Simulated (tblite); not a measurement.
Isomers of C4H13NOSi. Computed values, GFN2-xTB/tblite, gas phase, harmonic and unscaled. Errors from tens to a few hundred cm⁻¹ against measured bands are possible. Modes of hydrogen on silicon can be 10 to 20 % off. One conformer each.

Electronic energies: GFN2-xTB at the same geometries; isomer energies are rough at this level and their order can be wrong.

| SMILES | electronic energy, lowest = 0 (kJ/mol) |
| --- | --- |
| CC[C@@H](N)C[SiH2]O | 90.7 |
| CC(C)(C)[Si@@H](N)O | 20.7 |
| CO[SiH2]NC(C)C | 0.0 |
| CNCCC[SiH2]O | 85.0 |

Problem. How do GFN2-xTB zero-point energies change the relative energies?

Solution. 
```csv
SMILES,ZPE (kJ/mol),of it from modes above 1550 cm⁻¹,electronic (kJ/mol),"with ZPE, lowest = 0 (kJ/mol)",lowest mode (cm⁻¹),rings
CO[SiH2]NC(C)C,438.0,226.4,0.0,0.0,37,0
CC(C)(C)[Si@@H](N)O,442.7,239.6,20.7,25.4,36,0
CNCCC[SiH2]O,441.0,224.8,85.0,87.9,80,0
CC[C@@H](N)C[SiH2]O,439.5,241.7,90.7,92.2,31,0
```

The zero-point energies span 4.7 kJ/mol, from `CO[SiH2]NC(C)C` to `CC(C)(C)[Si@@H](N)O`. The order is unchanged.

Problem. What do entropy and thermal enthalpy add at 298.15 K and 1 bar (rigid rotor, harmonic oscillator, one conformer each)?

Solution. 
| SMILES | point group | symmetry number | S (J/(mol K)) | H − H(0) (kJ/mol) | ZPE + H − H(0) − TS (kJ/mol) |
| --- | --- | --- | --- | --- | --- |
| CO[SiH2]NC(C)C | C1 | 1 | 431.9 | 31.21 | 340.5 |
| CC(C)(C)[Si@@H](N)O | C1 | 1 | 414.1 | 31.16 | 350.4 |
| CNCCC[SiH2]O | C1 | 1 | 394.1 | 27.78 | 351.2 |
| CC[C@@H](N)C[SiH2]O | C1 | 1 | 418.5 | 30.00 | 344.7 |
